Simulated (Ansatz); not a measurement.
InTe₃. The state is a doublet with charge 0. Geometry PBE-D4/def2-SVP, basis def2-TZVP, Ansatz.

```xyz
4

In   -0.4279    0.1804    1.9018
Te    0.9254   -1.9787    0.1569
Te   -0.1197    2.1360   -0.4686
Te   -0.3778   -0.3377   -1.5901
```

```tsv
run	HOMO (eV)	LUMO (eV)
A	-4.94	-4.17
B	-4.75	-4.29
C	-5.69	-3.85
D	-5.46	-3.97
E	-5.03	-4.33
```

In the def2 sets In, Te take a core potential; there is no spin–orbit coupling. B3LYP takes the VWN-RPA correlation. The structure comes from a short search, and lower isomers may exist.

HOMO and LUMO are taken over both spins.

Question: The runs used B3LYP, B97M-V, PBE, PBE0, r2SCAN. Estimate which is which.

Answer: A B97M-V (0 % exact exchange); B PBE (0 % exact exchange); C PBE0 (25 % exact exchange); D B3LYP (20 % exact exchange); E r2SCAN (0 % exact exchange). Exact exchange lowers occupied and raises empty levels; among semilocal functionals meta-GGAs tend to open the gap a little, and such runs are hard to tell apart. The gap grows from 0.46 eV (PBE) to 1.84 eV (PBE0).
